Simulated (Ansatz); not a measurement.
Calculated with Ansatz (gas phase, PBE0-D4/def2-TZVP geometries, no zero-point term in ΔE). CCSD(T)/CBS is the MP2 limit (def2-TZVPP, def2-QZVPP) plus CCSD(T) − MP2 in def2-TZVPP, frozen cores. Functionals use def2-TZVPP. For Br, Ga outer-core shells are correlated without core-valence functions, which leaves a few kJ/mol of doubt a bond. Scalar relativity is left out up to krypton. Each species was taken in one conformer, which may not be the lowest.

Consider the redistribution: `[SH][Ga]([SH])[Br]` + `C[O][Ga]([OH])[OH]` → `[OH][Ga]([SH])[SH]` + `C[O][Ga]([OH])[Br]`.

`[SH][Ga]([SH])[Br]`:

Cartesian coordinates in Å:
```
S -1.299 1.046 -1.445
Ga -0.036 -0.020 -0.016
S -0.559 -2.026 0.675
Br 1.865 0.979 0.768
H -0.496 2.123 -1.446
H 0.525 -2.103 1.465
```

`C[O][Ga]([OH])[OH]`:

Cartesian coordinates in Å:
```
C -0.558 1.605 -0.607
O 0.281 0.498 -0.854
Ga 0.373 -0.887 0.241
O -0.623 -0.897 1.710
O 1.449 -2.249 -0.126
H 0.046 2.516 -0.547
H -1.267 1.720 -1.435
H -1.132 1.514 0.322
H -0.505 -1.688 2.240
H 1.936 -2.132 -0.945
```

`[OH][Ga]([SH])[SH]`:

```xyz
7

O     0.983    1.138    0.158
Ga   -0.256   -0.118   -0.095
S    -2.044    0.507   -1.184
S    -0.039   -2.180    0.628
H     1.762    0.845    0.635
H    -1.571    1.759   -1.321
H     1.165   -1.952    1.179
```

`C[O][Ga]([OH])[Br]`:

Cartesian coordinates in Å:
```
C -1.414 0.663 -0.320
O -0.313 0.408 0.521
Ga 1.079 -0.583 0.073
O 2.384 -0.807 1.244
Br 1.215 -1.563 -1.965
H -2.331 0.312 0.163
H -1.504 1.741 -0.488
H -1.332 0.172 -1.296
H 2.216 -0.344 2.069
```

```
  level  ΔE (eV)
PBE0-D4     0.04
    PBE     0.01
```

**Question.** What does CCSD(T)/CBS give? (An estimate is asked.)

**Answer.** Computed: +0.03 eV. The listed levels differ from it by 0.01, -0.02 eV.

Largest T1 diagnostic among the species: 0.014.

CCSD(T)/CBS has its own doubt, a few kJ/mol and more with outer-core shells, so smaller differences from it don't rank the levels.
